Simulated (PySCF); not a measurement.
CF3CH2CO2H, C3H3F3O2.
Z-matrix (Å and degrees, PBE0-D3(BJ)/def2-SVP geometry), rows numbered from 1:
```
O 
C   1  1.1993
O   2  1.3349  1  123.53
C   2  1.5105  1  124.30  3   178.82
C   4  1.5127  2  114.46  1   121.81
F   5  1.3358  4  110.03  2  -170.33
F   5  1.3359  4  111.15  2   -51.14
F   5  1.3306  4  112.53  2    69.74
H   3  0.9703  2  106.75  1    -1.93
H   4  1.1000  2  109.54  1  -117.41
H   4  1.0962  2  107.86  1     1.19
```

Level of theory: delta-SCF UKS SCAN, pcX-2 on the ionised atom, pcseg-1 elsewhere, spin-free X2C in PySCF. The ground state was rerun for each ionised atom, in the same mixed basis as its hole state.

| ionised atom | basis functions | E(ground) (Eh) | E(ionised) (Eh) |
| --- | --- | --- | --- |
| C2 | 158 | -566.28361 | -555.41579 |
| C4 | 158 | -566.27687 | -555.52763 |
| C5 | 158 | -566.28781 | -555.30941 |
| O1 | 158 | -566.30090 | -546.50853 |
| O3 | 158 | -566.30164 | -546.43083 |
| F6 | 158 | -566.32120 | -540.80748 |

Q: What are the 1s binding energies?

A: E(ionised) − E(ground), at 27.2114 eV a hartree:

```
atom                    environment  difference (Eh)  binding energy (eV)
  C2         carboxylic acid carbon         10.86782               295.73
  C4  sp3 carbon next to a carbonyl         10.74924               292.50
  C5                     CF3 carbon         10.97840               298.74
  O1           acid carbonyl oxygen         19.79237               538.58
  O3           acid hydroxyl oxygen         19.87081               540.71
  F6        fluorine of a CF3 group         25.51372               694.26
```

Q: How much do the ground-state energies differ, and what would follow from using one of them for all holes?

A: They run from -566.3212 Eh (core basis on F6) to -566.2769 Eh (on C4), 0.0443 Eh or 1.21 eV apart, for one and the same state in different bases and grids. Pairing the ion of C4 with the ground state of F6 would put its binding energy 1.21 eV too high.

Only 1s holes are shown. One atom of each set of topologically equivalent atoms was ionised and stands for the set; in this conformer not all members are related by symmetry, and their own values weren't computed. Geometry: PBE0-D3(BJ)/def2-SVP, one conformer, isolated molecule.
